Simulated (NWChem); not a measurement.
# C₂H₅BCl₂; SMILES C(B(Cl)Cl)C

```xyz
10

B     -0.1015     0.1960     0.0033
Cl     1.5984    -0.2396     0.0018
Cl    -0.5000     1.9085    -0.0013
C     -1.2405    -0.8739     0.0118
C     -0.8375    -2.3419    -0.0110
H     -1.9028    -0.6278    -0.8400
H     -1.8663    -0.6463     0.8963
H     -0.2142    -2.6019     0.8579
H     -0.2519    -2.5846    -0.9107
H     -1.7186    -3.0009     0.0011
```
Atoms are numbered in this order, from 1.

Level: PBE0/def2-SVP (NWChem), optimised geometry, unscaled harmonic frequencies. 

Question: List the harmonic frequencies with IR intensities, and the thermochemistry.

Answer: 
```json
[
 {"frequency (cm⁻¹)": "33", "IR intensity (km/mol)": "0.7"},
 {"frequency (cm⁻¹)": "172", "IR intensity (km/mol)": "0.3"},
 {"frequency (cm⁻¹)": "205", "IR intensity (km/mol)": "0.3"},
 {"frequency (cm⁻¹)": "266", "IR intensity (km/mol)": "2.1"},
 {"frequency (cm⁻¹)": "377", "IR intensity (km/mol)": "1.4"},
 {"frequency (cm⁻¹)": "385", "IR intensity (km/mol)": "0.3"},
 {"frequency (cm⁻¹)": "549", "IR intensity (km/mol)": "6.2"},
 {"frequency (cm⁻¹)": "703", "IR intensity (km/mol)": "17.9"},
 {"frequency (cm⁻¹)": "927", "IR intensity (km/mol)": "198.2"},
 {"frequency (cm⁻¹)": "975", "IR intensity (km/mol)": "0.2"},
 {"frequency (cm⁻¹)": "979", "IR intensity (km/mol)": "97.0"},
 {"frequency (cm⁻¹)": "1070", "IR intensity (km/mol)": "133.4"},
 {"frequency (cm⁻¹)": "1105", "IR intensity (km/mol)": "51.7"},
 {"frequency (cm⁻¹)": "1244", "IR intensity (km/mol)": "0.3"},
 {"frequency (cm⁻¹)": "1339", "IR intensity (km/mol)": "62.8"},
 {"frequency (cm⁻¹)": "1390", "IR intensity (km/mol)": "7.1"},
 {"frequency (cm⁻¹)": "1409", "IR intensity (km/mol)": "1.4"},
 {"frequency (cm⁻¹)": "1471", "IR intensity (km/mol)": "15.8"},
 {"frequency (cm⁻¹)": "1474", "IR intensity (km/mol)": "9.1"},
 {"frequency (cm⁻¹)": "3040", "IR intensity (km/mol)": "16.3"},
 {"frequency (cm⁻¹)": "3062", "IR intensity (km/mol)": "21.3"},
 {"frequency (cm⁻¹)": "3079", "IR intensity (km/mol)": "1.3"},
 {"frequency (cm⁻¹)": "3155", "IR intensity (km/mol)": "16.4"},
 {"frequency (cm⁻¹)": "3157", "IR intensity (km/mol)": "13.2"}
]
```

zero-point energy: 45.1 kcal/mol
thermal correction to the enthalpy at 298.15 K (with zero-point energy): 49.8 kcal/mol
heat capacity Cv: 20.9 cal/(mol K)
entropy at 298.15 K and 1 atm (symmetry number 1): 83.0 cal/(mol K)
dipole moment: 1.40 D

Rigid rotor and harmonic oscillator; modes under 100 cm⁻¹ make the entropy uncertain.
